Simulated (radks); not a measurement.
Trend from Rb to Xe: ionisation energy by Delta-SCF between NIST ground configurations, and size. Calculated with a radial shooting solver on a logarithmic mesh with Libxc functionals: Dirac Kohn-Sham, PBE, spin-unpolarised, spherical densities, finite nucleus; open shells fill j = l - 1/2 first; Fermi nuclear charge, rms radius of each element as measured or else 0.836 A^(1/3) + 0.57 fm.

Rb: configuration [Kr] 5s1; IE (eV) 4.153; NIST (eV) 4.177; kind exp.; -e(HOMO) (eV) 2.231 (5s1/2); outermost 5s1/2; <r> outermost (bohr) 5.25; r at 0.001 e/bohr^3 (bohr) 4.51
Sr: configuration [Kr] 5s2; IE (eV) 5.885; NIST (eV) 5.695; kind exp.; -e(HOMO) (eV) 3.526 (5s1/2); outermost 5s1/2; <r> outermost (bohr) 4.33; r at 0.001 e/bohr^3 (bohr) 5.26
Zr: configuration [Kr] 4d2 5s2; IE (eV) 7.123; NIST (eV) 6.634; kind exp.; -e(HOMO) (eV) 3.641 (4d3/2); outermost 5s1/2; <r> outermost (bohr) 3.73; r at 0.001 e/bohr^3 (bohr) 5.08
Nb: configuration [Kr] 4d4 5s1; IE (eV) 6.609; NIST (eV) 6.759; kind exp.; -e(HOMO) (eV) 3.061 (4d3/2); outermost 5s1/2; <r> outermost (bohr) 3.74; r at 0.001 e/bohr^3 (bohr) 4.82
Mo: configuration [Kr] 4d5 5s1; IE (eV) 6.868; NIST (eV) 7.092; kind exp.; -e(HOMO) (eV) 3.609 (4d5/2); outermost 5s1/2; <r> outermost (bohr) 3.60; r at 0.001 e/bohr^3 (bohr) 4.71
Tc: configuration [Kr] 4d5 5s2; IE (eV) 8.135; NIST (eV) 7.119; kind exp.; -e(HOMO) (eV) 5.027 (5s1/2); outermost 5s1/2; <r> outermost (bohr) 3.31; r at 0.001 e/bohr^3 (bohr) 4.75
Ru: configuration [Kr] 4d7 5s1; IE (eV) 7.281; NIST (eV) 7.361; kind exp.; -e(HOMO) (eV) 4.230 (5s1/2); outermost 5s1/2; <r> outermost (bohr) 3.39; r at 0.001 e/bohr^3 (bohr) 4.50
Rh: configuration [Kr] 4d8 5s1; IE (eV) 7.454; NIST (eV) 7.459; kind exp.; -e(HOMO) (eV) 4.294 (5s1/2); outermost 5s1/2; <r> outermost (bohr) 3.31; r at 0.001 e/bohr^3 (bohr) 4.41
Pd: configuration [Kr] 4d10; IE (eV) 8.928; NIST (eV) 8.337; kind exp.; -e(HOMO) (eV) 3.881 (4d5/2); outermost 4d5/2; <r> outermost (bohr) 1.61; r at 0.001 e/bohr^3 (bohr) 4.08
Ag: configuration [Kr] 4d10 5s1; IE (eV) 7.759; NIST (eV) 7.576; kind exp.; -e(HOMO) (eV) 4.406 (5s1/2); outermost 5s1/2; <r> outermost (bohr) 3.17; r at 0.001 e/bohr^3 (bohr) 4.26
Cd: configuration [Kr] 4d10 5s2; IE (eV) 9.274; NIST (eV) 8.994; kind exp.; -e(HOMO) (eV) 5.660 (5s1/2); outermost 5s1/2; <r> outermost (bohr) 2.90; r at 0.001 e/bohr^3 (bohr) 4.38
In: configuration [Kr] 4d10 5s2 5p1; IE (eV) 5.572; NIST (eV) 5.786; kind exp.; -e(HOMO) (eV) 2.641 (5p1/2); outermost 5p1/2; <r> outermost (bohr) 3.64; r at 0.001 e/bohr^3 (bohr) 4.62
Sn: configuration [Kr] 4d10 5s2 5p2; IE (eV) 7.095; NIST (eV) 7.344; kind exp.; -e(HOMO) (eV) 3.831 (5p1/2); outermost 5p1/2; <r> outermost (bohr) 3.17; r at 0.001 e/bohr^3 (bohr) 4.69
Sb: configuration [Kr] 4d10 5s2 5p3; IE (eV) 7.960; NIST (eV) 8.608; kind exp.; -e(HOMO) (eV) 4.516 (5p3/2); outermost 5p3/2; <r> outermost (bohr) 2.98; r at 0.001 e/bohr^3 (bohr) 4.68
Te: configuration [Kr] 4d10 5s2 5p4; IE (eV) 9.352; NIST (eV) 9.010; kind exp.; -e(HOMO) (eV) 5.622 (5p3/2); outermost 5p3/2; <r> outermost (bohr) 2.72; r at 0.001 e/bohr^3 (bohr) 4.61
I: configuration [Kr] 4d10 5s2 5p5; IE (eV) 10.731; NIST (eV) 10.451; kind exp.; -e(HOMO) (eV) 6.732 (5p3/2); outermost 5p3/2; <r> outermost (bohr) 2.52; r at 0.001 e/bohr^3 (bohr) 4.52
Xe: configuration [Xe]; IE (eV) 12.110; NIST (eV) 12.130; kind exp.; -e(HOMO) (eV) 7.855 (5p3/2); outermost 5p3/2; <r> outermost (bohr) 2.35; r at 0.001 e/bohr^3 (bohr) 4.41

Reference values: NIST Atomic Spectra Database (exp. = measured, semi-emp. = semi-empirical, theory = theoretical value adopted there). Spin polarisation and multiplet splitting are left out, so open shells lie too high by an amount that depends on their filling.

Beside tabulated values, note that spin-unpolarised runs miss the spin-polarisation part of the exchange energy of open shells.
